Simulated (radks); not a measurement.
Values are calculated unless marked as measured or tabulated.
Coulomb parameter of the 4f shell of the ytterbium ion Yb+ in the model configuration [Xe] 4f13 5d1 6s1, as a second difference U = [E(n + 0.5) + E(n - 0.5) - 2 E(n)] / (0.5)^2 with all orbitals relaxed. "Bare": the charge of the atom changes with n. "Screened": the 5d shell takes up the change at fixed total charge, which measures U(4f,4f) + U(5d,5d) - 2 U(4f,5d). Level of theory: scalar-relativistic Kohn-Sham, r2SCAN, spin-unpolarised, spherical densities, finite nucleus; meta-GGA in the generalised Kohn-Sham scheme; Fermi nuclear charge, rms radius 5.3108 fm (a radial shooting solver on a logarithmic mesh with Libxc functionals).

start: configuration [Xe] 4f13 5d1 6s1; E - E(n) (eV) 0.000
bare +0.5: configuration [Xe] 4f13.5 5d1 6s1; E - E(n) (eV) -6.255
bare -0.5: configuration [Xe] 4f12.5 5d1 6s1; E - E(n) (eV) 10.338
screened +0.5: configuration [Xe] 4f13.5 5d0.5 6s1; E - E(n) (eV) -3.646
screened -0.5: configuration [Xe] 4f12.5 5d1.5 6s1; E - E(n) (eV) 5.027

U(bare) = 16.331 eV, U(screened by 5d) = 5.523 eV, against the Slater integral F0(4f,4f) = 34.619 eV with frozen orbitals.
